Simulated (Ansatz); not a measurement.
Input for Ansatz (a program for electronic structure): U-PBE0/def2-TZVPP on BO+, 2S+1 = 5, a spin state set in the input, which need not be the lowest. Charge +1.

Ansatz 0.2 input:
```yaml
crystal:
  periodic: [false, false, false]
  atoms:
    - {symbol: B, position_ang: [0.00000000, 0.00000000, 0.00000000]}
    - {symbol: O, position_ang: [0.00000000, 0.00000000, 1.42500000]}
basis:
  gaussian:
    orbitals: def2-TZVPP
hamiltonian:
  xc: {name: PBE0}
total_charge: 1
magnetization: {spin_polarized: true, initial_magnetization: 4}
relax: {f_tol: 0.002, max_steps: 120}
```

It printed:

```
WARN ansatz: RAYON_NUM_THREADS=1 ignored (pool sized by the plan → 1); use --threads N
Functional definition: PBE0
integrals: 0.01 GiB planned
320 factors; their error is unknown
mean field: 0.13 GiB planned
mean field evaluation 1: about -2698.3044 eV, gradient 2.5e1 eV
mean field evaluation 2: about -2699.0526 eV, gradient 1.9e1 eV
mean field evaluation 4: about -2700.3022 eV, gradient 2.7e-1 eV
mean field evaluation 8: about -2700.3081 eV, gradient 2.3e-3 eV
mean field -2700.30807208 eV, -99.2344913145 hartree, gradient 2.5e-5 eV, S^2 6.003667; 0 other end points of the search recorded, 0 dependent functions left out
the calculation of the forces begins
reference -2700.30809991 eV, -99.2344923370 hartree; 8, 4 occupied and 54, 58 virtual orbitals, 320 factors
relax step   1: F+E_penalty+E_count = -2700.30807208 eV  Δ(F+E_penalty+E_count) = +0.000e0 eV  max|allowed force component| = 6.015e0 eV/Å  Δτ_max = 0.0000 Å  (26 SCF iters, accepted)
these checks for a lower state are left out or cut short: starts, cluster_reference, orbital_swaps, neighbouring_geometries, increment
integrals: 0.01 GiB planned
320 factors; their error is unknown
mean field: 0.13 GiB planned
mean field evaluation 16: about -2700.7472 eV, gradient 1.3e-1 eV
mean field -2700.74727062 eV, -99.2506315631 hartree, gradient 1.1e-5 eV, S^2 6.004123; 0 other end points of the search recorded, 0 dependent functions left out
the calculation of the forces begins
reference -2700.74729820 eV, -99.2506325765 hartree; 8, 4 occupied and 54, 58 virtual orbitals, 320 factors
relax step   2: F+E_penalty+E_count = -2700.74727062 eV  Δ(F+E_penalty+E_count) = -4.392e-1 eV  max|allowed force component| = 2.700e0 eV/Å  Δτ_max = 0.0522 Å  (31 SCF iters, accepted)
these checks for a lower state are left out or cut short: starts, cluster_reference, orbital_swaps, neighbouring_geometries, increment
integrals: 0.01 GiB planned
320 factors; their error is unknown
mean field: 0.13 GiB planned
mean field -2700.91655429 eV, -99.2568526232 hartree, gradient 1.3e-5 eV, S^2 6.004855; 0 other end points of the search recorded, 0 dependent functions left out
the calculation of the forces begins
reference -2700.91658175 eV, -99.2568536322 hartree; 8, 4 occupied and 54, 58 virtual orbitals, 320 factors
relax step   3: F+E_penalty+E_count = -2700.91655429 eV  Δ(F+E_penalty+E_count) = -1.693e-1 eV  max|allowed force component| = 8.270e-1 eV/Å  Δτ_max = 0.0504 Å  (33 SCF iters, accepted)
these checks for a lower state are left out or cut short: starts, cluster_reference, orbital_swaps, neighbouring_geometries, increment
integrals: 0.01 GiB planned
320 factors; their error is unknown
mean field: 0.13 GiB planned
mean field evaluation 32: about -2700.9436 eV, gradient 1.0e-1 eV
mean field -2700.94369674 eV, -99.2578500898 hartree, gradient 2.3e-5 eV, S^2 6.005734; 0 other end points of the search recorded, 0 dependent functions left out
the calculation of the forces begins
reference -2700.94372406 eV, -99.2578510937 hartree; 8, 4 occupied and 54, 58 virtual orbitals, 320 factors
relax step   4: F+E_penalty+E_count = -2700.94369674 eV  Δ(F+E_penalty+E_count) = -2.714e-2 eV  max|allowed force component| = 7.719e-2 eV/Å  Δτ_max = 0.0397 Å  (32 SCF iters, accepted)
these checks for a lower state are left out or cut short: starts, cluster_reference, orbital_swaps, neighbouring_geometries, increment
integrals: 0.01 GiB planned
320 factors; their error is unknown
mean field: 0.13 GiB planned
mean field -2700.94401977 eV, -99.2578619608 hartree, gradient 9.9e-6 eV, S^2 6.005626; 0 other end points of the search recorded, 0 dependent functions left out
the calculation of the forces begins
reference -2700.94404710 eV, -99.2578629653 hartree; 8, 4 occupied and 54, 58 virtual orbitals, 320 factors
relax step   5: F+E_penalty+E_count = -2700.94401977 eV  Δ(F+E_penalty+E_count) = -3.230e-4 eV  max|allowed force component| = 9.350e-4 eV/Å  Δτ_max = 0.0042 Å  (34 SCF iters, accepted)
integrals: 0.01 GiB planned
320 factors; their error is unknown
mean field: 0.13 GiB planned
mean field -2700.94401977 eV, -99.2578619608 hartree, gradient 2.6e-5 eV, S^2 6.005626; 1 other end points of the search recorded, 0 dependent functions left out
the calculation of the forces begins
reference -2700.94404710 eV, -99.2578629653 hartree; 8, 4 occupied and 54, 58 virtual orbitals, 320 factors
Total energy: -2700.94404710 eV, -99.2578629653 hartree
Atom 0 at    -0.000000     0.000000    -0.137985 Å, force     0.000000    -0.000000    -0.000935 eV/Å
Atom 1 at     0.000000    -0.000000     1.562985 Å, force    -0.000000     0.000000     0.000935 eV/Å
Dipole moment:     0.000000     0.000000    -0.300463 e Å
```

The run converged.

Cost: roughly 2.0 core-seconds.
